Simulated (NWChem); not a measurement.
digermane (Ge2H6); SMILES [GeH3][GeH3]

```xyz
8

Ge     0.0000     0.0000    -1.2114
Ge     0.0000     0.0000     1.2114
H     -1.0222     1.0200    -1.7473
H     -0.3723    -1.3953    -1.7473
H      1.3945     0.3753    -1.7473
H      0.3753     1.3945     1.7473
H      1.0200    -1.0222     1.7473
H     -1.3953    -0.3723     1.7473
```
Atoms are numbered in this order, from 1.

Computed with NWChem. Coordinates come from a PBE0/def2-SVP optimisation. Ions are spin-unrestricted doublets at the neutral geometry; other ion states weren't tried.

For level PBE/def2-SVP:

| Property | Value |
|---|---|
| vertical ionisation energy, ΔSCF (eV) | 10.14 |
| −ε(HOMO) (eV) | 7.09 |

Problem. What are these values for level CAM-B3LYP/def2-SVP?

Solution. 
- vertical ionisation energy, ΔSCF (eV) = 10.38
- −ε(HOMO) (eV) = 9.40
